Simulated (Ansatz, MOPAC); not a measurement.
The molecule NaLi+, multiplicity 2 (lowest of 2S+1 = 2, 4 at CCSD(T)/def2-TZVPP on PBE0 minima; our sources give no spin for the ground state, which may be another).

Seven points along R, fitted to fifth degree in 1/R; most abundant isotopes. In def2 and cc sets the state is the lowest found near the PBE0 minimum, followed along R.

Codes used: Ansatz (Gaussian basis) for Hartree–Fock, density functionals and correlated methods; MOPAC for PM7 (differences of heats of formation). Values without a source in brackets are computed.

```tsv
level	r_e (Å)	ω_e (cm⁻¹)	B_e (cm⁻¹)	ω_e x_e (cm⁻¹)
PM7	3.430	74	0.267	-0.17
SVWN5/def2-TZVPP	3.365	174	0.277	1.4
PBE/def2-TZVPP	3.413	171	0.269	1.4
r2SCAN/def2-TZVPP	3.391	181	0.273	1.2
B97M-V/def2-TZVPP	3.353	154	0.279	2.4
B3LYP/def2-TZVPP	3.376	175	0.275	1.4
PBE0/def2-TZVPP	3.405	178	0.270	1.2
BHLYP/def2-TZVPP	3.367	182	0.277	1.2
CAM-B3LYP/def2-TZVPP	3.339	186	0.281	1.1
wB97X-V/def2-TZVPP	3.415	185	0.269	0.90
wB97M-V/def2-TZVPP	3.280	171	0.291	1.9
B2PLYP/def2-TZVPP	3.379	182	0.275	1.2
CCSD/def2-TZVPP	3.413	190	0.269	0.98
CCSD/def2-QZVPP	3.360	198	0.278	1.0
CCSD(T)/def2-TZVPP	3.411	190	0.270	0.98
CCSD(T)/def2-QZVPP	3.357	199	0.278	1.0
```

Correlated levels freeze the inner cores; with def2 sets outer-core shells near the valence are correlated too. The state that PM7 reach isn't checked; PM7 holds dispersion and hydrogen-bond terms.

Ansatz is a program for electronic structure.
